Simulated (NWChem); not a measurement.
# SiBiH3Cl2; SMILES [SiH3][Bi]([Cl])[Cl]

Results from NWChem. Medium grid unless said otherwise, to which SCAN and Minnesota functionals are sensitive. Geometry: optimised at PBE0/def2-SVP. def2 effective core potentials on Bi; no spin-orbit coupling. Hybrids' shares of exact exchange are those that their runs print; pure functionals count as 0. The functionals differ in more than this share.

```csv
row,share of exact exchange,highest occupied level (eV)
PBE/def2-SVP,0.00,-6.16
N12/def2-SVP,0.00,-5.99
TPSSh/def2-SVP,0.10,withheld
B3LYP/def2-SVP,0.20,-7.01
M06-2X/def2-SVP,0.54,-8.33
M05-2X/def2-SVP,0.56,-8.41
```

**Question.** Fit a straight line of the last column on the one before it, predict the withheld value, and compare with the run.

**Answer.** 
1. Means of the 5 shown rows: x = 0.260, y = -7.180. Slope Σ(x − x̄)(y − ȳ)/Σ(x − x̄)² = -1.276/0.3072 = -4.153; intercept -6.100.
2. The shown rows scatter about the line by 0.067 (root mean square); the largest residual is +0.11, at N12/def2-SVP.
3. At x = 0.10 (TPSSh/def2-SVP; inside the shown range) the line gives -6.52.
4. The run gives -6.75, -0.23 from the line, 3.4 times the scatter.
